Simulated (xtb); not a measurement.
ClF3H2Si2, SMILES F[Si](F)(F)[SiH2]Cl. All values are semi-empirical tight-binding results from xtb (GFN2-xTB unless named), good for trends rather than for accurate numbers. Coordinates come from a GFN2-xTB optimisation. The structure was generated by enumeration, and PubChem lists no compound with its InChIKey, so it may never have been made. Other conformers were not sampled.

Optimised geometry:

Bond lengths (Å): Si1–F2 1.590, Si1–F3 1.590, Si1–F4 1.590, Si1–Si5 2.281, Si5–Cl6 2.005, Si5–H7 1.466, Si5–H8 1.466. Angles (°): F2–Si1–F3 102.3, F2–Si1–F4 102.3, F2–Si1–Si5 112.1, F3–Si1–F4 102.0, F3–Si1–Si5 117.9, F4–Si1–Si5 118.0, Si1–Si5–Cl6 111.9, Si1–Si5–H7 109.9, Si1–Si5–H8 109.9, Cl6–Si5–H7 108.5, Cl6–Si5–H8 108.5, H7–Si5–H8 108.1.
Charge 0, spin multiplicity 1.

```
Item                                            Result
---------------------------------------  -------------
point group as xtb finds it                         Cs
orbital gap                                    5.06 eV
dipole moment                                   2.94 D
zero-point energy                        16.8 kcal/mol
G − E(el) at 298.15 K (modified RRHO)    -5.1 kcal/mol
static polarisability (D4 model)            80.7 bohr³
solvation energy, GFN2-xTB/ALPB(water)   -0.3 kcal/mol
solvation energy, GFN2-xTB/ALPB(ch2cl2)  -2.6 kcal/mol
```

Computed atomic charges and the Wiberg bond orders between heavy atoms:
charges (e) Si1 0.63, F2 -0.25, F3 -0.24, F4 -0.24, Si5 0.44, Cl6 -0.20, H7 -0.06, H8 -0.06. Bond orders Si1–F2 1.12, Si1–F3 1.13, Si1–F4 1.13, Si1–Si5 0.77, Si5–Cl6 1.21.
